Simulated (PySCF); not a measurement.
**Basis and Hamiltonian dependence of the excitation energy of Br⁺**

Br⁺ [Ar] 3d10 4s2 4p4 (3P) → Br⁺ [Ar] 3d10 4s1 4p5 (3P). Calculated with PySCF 2.14 from differences of total energies of unrestricted determinants, without spin-orbit coupling. Values in eV.

| basis | Hamiltonian | functions | UHF | PBE | PBE0 | MP2 (valence) | CCSD(T) (valence) | CCSD(T) (valence and next inner shell) |
| --- | --- | --- | --- | --- | --- | --- | --- | --- |
| ANO-RCC-VTZP | spin-free X2C | 43 | 14.278 | 12.879 | 13.251 | 13.193 | n/a | 11.914 |
| aug-cc-pwCVDZ-PP with ECP10MDF | ECP | 48 | 14.267 | 12.888 | 13.253 | 13.107 | 11.645 | 11.852 |
| x2c-TZVPPall | spin-free X2C | 48 | 14.264 | 12.854 | 13.228 | 13.186 | 11.880 | 11.967 |
| x2c-TZVPPall with one added diffuse shell each of s, p, d type | spin-free X2C | 57 | 14.264 | 12.854 | 13.228 | 13.185 | n/a | 11.851 |
| aug-cc-pVQZ-PP with ECP10MDF | ECP | 89 | 14.277 | 12.898 | 13.262 | 13.164 | 11.777 | n/a |
| dyall-av2z | non-relativistic | 92 | 13.542 | 12.115 | 12.496 | 12.400 | 11.079 | n/a |
| x2c-QZVPPall | spin-free X2C | 97 | 14.275 | 12.877 | 13.249 | 13.187 | 11.919 | n/a |
| def2-QZVPPD | non-relativistic | 98 | 13.529 | 12.078 | 12.464 | 12.446 | 11.208 | n/a |
| aug-cc-pVQZ-PP with one added diffuse shell each of s, p, d, f, g type with ECP10MDF | ECP | 114 | 14.277 | 12.898 | 13.262 | 13.164 | n/a | n/a |

Frozen in the all-electron rows: valence: [Ar] 3d10; valence and next inner shell: [Ne]; with a core potential, the same shells as far as they lie outside it.

Non-relativistic rows lack the scalar-relativistic shift.

Reference for a calculation without spin-orbit coupling: 11.924 eV (measured, between term centres; NIST).
